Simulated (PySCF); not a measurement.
SMILES [SnH][I] (HISn), B3LYP/def2-SVP optimised geometry. Atoms within 1.6 Å of the plane z = 1.0 Å (x, y, z in Å): Sn1 (-1.34, -0.90, 0.00), H2 (-1.43, 0.90, 0.00), I3 (1.43, -0.90, 0.00).

Calculation: B3LYP/def2-TZVP, def2 effective core potentials past Kr in PySCF. The core electrons that the potentials of I, Sn replace are not part of the density.

Map of the HOMO−1 amplitude (bohr^(-3/2)) on the plane z = 1.0 Å; orbital energy -7.41 eV, overall sign arbitrary:

```
|                             |
|                             |
|                             |
|                             |
|                             |
|                             |
|                             |
|                             |
|                             |
|                             |
|                             |
|                ........     |
|             .....::::...    |
|          ......::----::..   |
|        ......::--=++=--:..  |
|      .......::-=+**#*+=:..  |
|      .....:::--+*#%%%*=-:.  |
|     .....::::-=+#%@@@#+-:.. |
|     .....::::-=+#%@@@#+-:.. |
|      .....:::--+*%%@%*+-:.  |
|      ......:::-=+*##*+=::.  |
|        ......::-==++==-:..  |
|          .....::-----::..   |
|             ....::::::..    |
|               .........     |
|                  ...        |
|                             |
|                             |
|                             |
```
Scale: ten equal steps from 0.000 (start of ' ') to 0.167 (end of '@'), in the order ' .:-=+*#%@'; x runs from -3.50 to 3.50, y from -3.50 (bottom) to 3.50 (top).
